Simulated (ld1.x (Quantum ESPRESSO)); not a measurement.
bismuth: one change to a TM potential, before and after

```
Element                 : bismuth (Bi)
Generator               : ld1.x (Quantum ESPRESSO) 7.5
Type                    : norm-conserving Troullier–Martins (Kleinman–Bylander form)
Functional              : revPBE
Relativity              : scalar-relativistic
Frozen core             : [Xe] 4f14 5d10
Valence charge          : 5
Reference configuration : 6s2 6p2 (charge +1)
Partial waves           : 6p (bound): rc 1.95 bohr; 6s (bound): rc 1.50 bohr
Local potential         : the s channel
Core correction         : none
```

All-electron outer shells of the reference configuration (revPBE, scalar-relativistic, ld1.x):

```json
{"shell": "6s", "level (eV)": "-22.03", "outermost node (bohr)": "0.98", "outermost maximum (bohr)": "1.86"}
{"shell": "6p", "level (eV)": "-11.36", "outermost node (bohr)": "1.14", "outermost maximum (bohr)": "2.35"}
```

Change: wave 6s (bound): rc 1.50 bohr becomes 6s (bound): rc 1.88 bohr.

Cutoffs: the cutoffs (Ry, on a coarse ladder) from which the occupation-weighted sum of valence levels, in a spherical-Bessel basis at the reference potential, stays within 10 and 1 mRy of its value at 400 Ry; they do not see the model core or the augmentation charge, which bear on the density cutoff. Errors are all-electron minus pseudo energies relative to the spin-unpolarised reference configuration.

**Question.** What does the change do?

**Answer.** The potential gets softer (55 Ry and 140 Ry → 30 Ry and 50 Ry); both files keep a bound ghost (d); of the 7 tests that both files solve, the error grows in 1 and shrinks in 1 by more than 15 % and 0.3 meV (median size 8.4 → 7.6 meV); the range in which the s phases agree widens (upper end 0.3 → 3.4); the range in which the p phases agree narrows (upper end at the end of the scan → 3.4). A larger radius leaves more room for a smooth pseudo-wave, so fewer plane waves are needed.

```tsv
quantity	base	changed
cutoff, loose	55 Ry	30 Ry
cutoff, tight	140 Ry	50 Ry
loose cutoff by channel (10 mRy a level)	p 21 Ry, s 35 Ry	p 21 Ry, s 21 Ry
bound ghosts	d	d
error for 6s2 6p3, meV [ΔE -7.84 eV]	+5.8	+5.2
error for 6s2 6p1, meV [ΔE 15.15 eV]	-1.1	-4.6
error for 6s2 6p0, meV [ΔE 38.35 eV]	+65	+39
error for 6s2 6p2.5, meV [ΔE -4.78 eV]	+2.7	+2.4
error for 6s2 6p3.3, meV [ΔE -8.92 eV]	+8.4	+7.6
error for 6s0 6p5, meV [ΔE 12.62 eV]	+208	+177
error for 6s1 6p3, meV [ΔE 10.82 eV]	+31	+32
s: phases at 2.14 bohr within 0.05 rad from the reference energy up to (Ry; the scan ends near 5)	0.3	3.4
p: phases at 2.14 bohr within 0.05 rad from the reference energy up to (Ry; the scan ends near 5)	to the end of the scan	3.4
```

 A true bound ghost makes a file unfit for plane-wave use even where its test errors are small: the radial tests pick states by their node count and pass the ghost by.
